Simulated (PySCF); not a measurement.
C₄H₆O₂Si, SMILES Oc1ccoc1[SiH3].

Geometry optimised at r2SCAN-D4/def2-SVP. This is a generated structure with no PubChem entry under its InChIKey; it may be hypothetical. The values are those of a single conformer.

The numbers are results of r2SCAN-D4/def2-SVP (PySCF), not measurements.

Frequencies are harmonic and unscaled.

Computed vibrational spectrum:
```json
[
 {"mode": "1", "ν (cm⁻¹)": "56", "IR (km/mol)": "0.1", "moving atoms (share of kinetic energy)": "H 96 %"},
 {"mode": "2", "ν (cm⁻¹)": "142", "IR (km/mol)": "14.8", "moving atoms (share of kinetic energy)": "C 50 %, O 21 %, H 21 %, Si 8 %"},
 {"mode": "3", "ν (cm⁻¹)": "157", "IR (km/mol)": "1.3", "moving atoms (share of kinetic energy)": "O 41 %, Si 25 %, H 18 %, C 16 %"},
 {"mode": "4", "ν (cm⁻¹)": "259", "IR (km/mol)": "86.7", "moving atoms (share of kinetic energy)": "H 81 %, O 12 %"},
 {"mode": "5", "ν (cm⁻¹)": "326", "IR (km/mol)": "9.8", "moving atoms (share of kinetic energy)": "C 53 %, O 25 %, H 22 %"},
 {"mode": "6", "ν (cm⁻¹)": "378", "IR (km/mol)": "4.9", "moving atoms (share of kinetic energy)": "O 32 %, Si 32 %, C 19 %, H 17 %"},
 {"mode": "7", "ν (cm⁻¹)": "493", "IR (km/mol)": "21.4", "moving atoms (share of kinetic energy)": "C 39 %, Si 28 %, H 19 %, O 13 %"},
 {"mode": "8", "ν (cm⁻¹)": "594", "IR (km/mol)": "24.6", "moving atoms (share of kinetic energy)": "H 42 %, C 29 %, O 25 %"},
 {"mode": "9", "ν (cm⁻¹)": "642", "IR (km/mol)": "31.0", "moving atoms (share of kinetic energy)": "H 67 %, C 12 %, Si 11 %, O 10 %"},
 {"mode": "10", "ν (cm⁻¹)": "656", "IR (km/mol)": "7.4", "moving atoms (share of kinetic energy)": "C 55 %, H 35 %"},
 {"mode": "11", "ν (cm⁻¹)": "700", "IR (km/mol)": "2.4", "moving atoms (share of kinetic energy)": "O 62 %, C 23 %, H 12 %"},
 {"mode": "12", "ν (cm⁻¹)": "709", "IR (km/mol)": "0.7", "moving atoms (share of kinetic energy)": "H 50 %, C 45 %"},
 {"mode": "13", "ν (cm⁻¹)": "743", "IR (km/mol)": "72.9", "moving atoms (share of kinetic energy)": "H 57 %, C 38 %"},
 {"mode": "14", "ν (cm⁻¹)": "830", "IR (km/mol)": "0.8", "moving atoms (share of kinetic energy)": "H 72 %, C 28 %"},
 {"mode": "15", "ν (cm⁻¹)": "893", "IR (km/mol)": "105.2", "moving atoms (share of kinetic energy)": "C 42 %, O 33 %, H 24 %"},
 {"mode": "16", "ν (cm⁻¹)": "915", "IR (km/mol)": "197.6", "moving atoms (share of kinetic energy)": "H 81 %"},
 {"mode": "17", "ν (cm⁻¹)": "929", "IR (km/mol)": "43.4", "moving atoms (share of kinetic energy)": "H 97 %"},
 {"mode": "18", "ν (cm⁻¹)": "957", "IR (km/mol)": "81.8", "moving atoms (share of kinetic energy)": "H 96 %"},
 {"mode": "19", "ν (cm⁻¹)": "1052", "IR (km/mol)": "51.6", "moving atoms (share of kinetic energy)": "H 56 %, C 30 %, O 14 %"},
 {"mode": "20", "ν (cm⁻¹)": "1071", "IR (km/mol)": "18.5", "moving atoms (share of kinetic energy)": "H 43 %, C 42 %, O 15 %"},
 {"mode": "21", "ν (cm⁻¹)": "1144", "IR (km/mol)": "34.4", "moving atoms (share of kinetic energy)": "C 79 %, H 10 %, O 9 %"},
 {"mode": "22", "ν (cm⁻¹)": "1210", "IR (km/mol)": "12.6", "moving atoms (share of kinetic energy)": "O 41 %, C 31 %, H 28 %"},
 {"mode": "23", "ν (cm⁻¹)": "1249", "IR (km/mol)": "65.9", "moving atoms (share of kinetic energy)": "H 62 %, C 29 %, O 9 %"},
 {"mode": "24", "ν (cm⁻¹)": "1316", "IR (km/mol)": "51.4", "moving atoms (share of kinetic energy)": "C 44 %, H 42 %, O 14 %"},
 {"mode": "25", "ν (cm⁻¹)": "1478", "IR (km/mol)": "132.6", "moving atoms (share of kinetic energy)": "C 84 %, H 9 %"},
 {"mode": "26", "ν (cm⁻¹)": "1523", "IR (km/mol)": "8.8", "moving atoms (share of kinetic energy)": "C 83 %, H 13 %"},
 {"mode": "27", "ν (cm⁻¹)": "1660", "IR (km/mol)": "114.6", "moving atoms (share of kinetic energy)": "C 88 %, H 9 %"},
 {"mode": "28", "ν (cm⁻¹)": "2211", "IR (km/mol)": "121.8", "moving atoms (share of kinetic energy)": "H 96 %"},
 {"mode": "29", "ν (cm⁻¹)": "2216", "IR (km/mol)": "120.5", "moving atoms (share of kinetic energy)": "H 98 %"},
 {"mode": "30", "ν (cm⁻¹)": "2250", "IR (km/mol)": "78.6", "moving atoms (share of kinetic energy)": "H 97 %"},
 {"mode": "31", "ν (cm⁻¹)": "3243", "IR (km/mol)": "0.6", "moving atoms (share of kinetic energy)": "H 91 %, C 9 %"},
 {"mode": "32", "ν (cm⁻¹)": "3275", "IR (km/mol)": "0.2", "moving atoms (share of kinetic energy)": "H 90 %, C 10 %"},
 {"mode": "33", "ν (cm⁻¹)": "3850", "IR (km/mol)": "103.2", "moving atoms (share of kinetic energy)": "H 94 %"}
]
```
